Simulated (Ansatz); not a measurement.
Calculated with Ansatz (gas phase, PBE0-D4/def2-TZVP geometries, no zero-point term in ΔE). CCSD(T)/CBS is the MP2 limit (def2-TZVPP, def2-QZVPP) plus CCSD(T) − MP2 in def2-TZVPP, frozen cores. This one scheme is used for every species. DFT in def2-TZVPP. B3LYP here is the variant with VWN-RPA as its local correlation; programs differ in this. HSE06 is defined as in plane-wave codes. One conformer a species, not always the lowest.

`C[NH][Al]([F])[F]` + `C[SiH2]C#N` → `C[NH][AlH][F]` + `N#C[SiH2]CF`  (redistribution)

| level | ΔE (kJ/mol) | difference from CCSD(T)/CBS |
| --- | --- | --- |
| LDA (SPW92) | 283.1 | -23.9 |
| PBE-D4 | 283.8 | -23.2 |
| revPBE-D4 | 283.2 | -23.8 |
| BLYP-D4 | 286.4 | -20.6 |
| r2SCAN-D4 | 301.1 | -5.9 |
| B97M-V | 291.9 | -15.1 |
| PBE0-D4 | 292.5 | -14.5 |
| B3LYP-D4 | 293.5 | -13.5 |
| r2SCANh-D4 | 302.9 | -4.1 |
| r2SCAN0-D4 | 305.2 | -1.8 |
| HSE06-D4 | 292.1 | -14.9 |
| BHLYP-D4 | 301.0 | -6.0 |
| CAM-B3LYP-D4 | 295.3 | -11.7 |
| ωB97X-V | 291.0 | -16.0 |
| ωB97M-V | 295.5 | -11.5 |
| B2PLYP | 301.6 | -5.4 |
| PBE | 283.2 | -23.8 |
| revPBE | 282.0 | -25.0 |
| BLYP | 285.1 | -21.9 |
| r2SCAN | 301.0 | -6.0 |
| B3LYP | 292.4 | -14.6 |
| r2SCANh | 302.7 | -4.3 |
| r2SCAN0 | 305.0 | -2.0 |
| HSE06 | 291.5 | -15.5 |
| BHLYP | 300.0 | -7.0 |
| CAM-B3LYP | 294.6 | -12.4 |
| LC-ωPBE | 298.0 | -9.0 |
| RPA@PBE/def2-TZVPP | 289.0 | -18.0 |
| HF/def2-SVP | 289.5 | -17.5 |
| MP2/def2-SVP | 306.9 | -0.1 |
| CCSD(T)/def2-SVP | 291.9 | -15.1 |
| MP2/def2-TZVPP | 316.8 | 9.8 |
| SCS-MP2/def2-TZVPP | 307.9 | 0.9 |
| CCSD/def2-TZVPP | 304.3 | -2.7 |
| CCSD(T)/def2-TZVPP | 303.0 | -4.0 |
| HF/def2-QZVPP | 301.0 | -6.0 |
| SCS-MP2/def2-QZVPP | 311.4 | 4.4 |
| HF/CBS(def2) | 301.3 | -5.7 |
| MP2/CBS(def2) | 320.7 | 13.7 |
| CCSD/CBS(def2) | 308.3 | 1.3 |
| CCSD(T)/CBS | 307.0 | 0 |

Largest T1 diagnostic among the species: 0.013.

At CCSD(T), def2-SVP lies −15.1 kJ/mol from the extrapolated value and def2-TZVPP −4.0 kJ/mol. In def2-TZVPP, CCSD(T) changes the Hartree–Fock value by +4.3 kJ/mol (the triples alone add −1.3 kJ/mol) and MP2 by +18.1 kJ/mol.
